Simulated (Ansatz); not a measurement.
Reaction (redistribution): `OB(S)[SiH2]Cl` + `[CH3][GeH2][Cl]` → `[CH3][GeH2][SiH2]Cl` + `OB(S)Cl`

Isolated molecules relaxed with PBE0-D4/def2-TZVP in Ansatz; ΔE leaves out vibrations. CBS: MP2 limit from def2 TZ/QZ plus the TZ coupled-cluster correction, frozen cores. DFT in def2-TZVPP. For Ge outer-core shells are correlated without core-valence functions, which leaves a few kJ/mol of doubt a bond. Scalar relativity is left out up to krypton. Each species was taken in one conformer, which may not be the lowest.

| level | ΔE (kcal/mol) |
| --- | --- |
| ωB97X-V | -8.7 |
| B2PLYP | -9.1 |
| r2SCAN | -9.9 |
| HF/CBS(def2) | -7.0 |

(1) What does CCSD(T)/CBS give? (An estimate is asked.)

Largest T1 diagnostic among the species: 0.013.

Answers

(1) The calculation gave: -9.6 kcal/mol. The listed levels differ from it by 0.9, 0.5, -0.3, 2.6 kcal/mol.

In def2-TZVPP, CCSD(T) changes the Hartree–Fock value by −2.2 kcal/mol (the triples alone add −0.1 kcal/mol) and MP2 by −2.9 kcal/mol.
